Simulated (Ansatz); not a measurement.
Born–Oppenheimer molecular dynamics of F3H5OSi2 (11 atoms, charge 0, multiplicity 1). It starts at the highest image of a converged band. Of that band: Neighbouring images differ by up to 1.8 eV, so the band resolves the path poorly. A vibrational analysis at the climbing image gives one clearly imaginary mode, 1329i cm⁻¹: a first-order saddle point.

These are results of Ansatz, RKS B3LYP-D4/def2-SVP, not measurements.

```yaml
ensemble: NVE (velocity Verlet)
time_step: 0.5 fs
steps_asked: 200
starting_velocities_drawn_for: 300 K
seed: 10920
```

First frame:

```xyz
11
Properties=species:S:1:pos:R:3
Si -0.179 0.130 -0.073
H -0.179 0.696 1.512
F 1.155 -0.722 0.234
F 0.009 1.637 -0.613
F -0.602 -0.587 -1.485
O -1.746 -0.347 0.656
Si -3.144 -1.203 0.104
H -2.729 -2.575 -0.270
H -4.064 -1.212 1.268
H -3.720 -0.460 -1.040
H -1.195 0.210 1.496
```

Task: How far do the bonds stretch over the last three quarters of this one trajectory? (Pairs bonded in most of those frames.)

Result: 
| bond | mean (Å) | spread (Å) | shortest | longest |
| --- | --- | --- | --- | --- |
| Si1–H2 | 1.471 | 0.033 | 1.42 | 1.53 |
| Si1–F3 | 1.617 | 0.022 | 1.58 | 1.65 |
| Si1–F4 | 1.618 | 0.022 | 1.57 | 1.65 |
| Si1–F5 | 1.624 | 0.040 | 1.57 | 1.70 |
| O6–Si7 | 1.704 | 0.028 | 1.65 | 1.75 |
| O6–H11 | 0.970 | 0.013 | 0.94 | 0.99 |
| Si7–H8 | 1.492 | 0.007 | 1.48 | 1.50 |
| Si7–H9 | 1.498 | 0.032 | 1.45 | 1.55 |
| Si7–H10 | 1.480 | 0.020 | 1.44 | 1.51 |

Pairs bonded in part of these frames only: Si1–O6 18 %.

Mean temperature of the second half: 968 K. The conserved energy stayed within 0.054 meV per atom of its start (net change 0.0027 meV per atom), so the integration is sound. The kinetic energy rose, since the run started high on the potential surface and went downhill. It ends in pieces (F3HSi + H4OSi), so much of that is their flight and rotation, not heat. A run of 0.1 ps of so small a system gives no equilibrium averages. The orbitals stay closed-shell, which can raise the energy where a bond breaks towards radicals; this wasn't checked here.

The run took 5.4 min on 4 threads of Arm Neoverse V1 (shared host), peak memory 0.28 GiB.
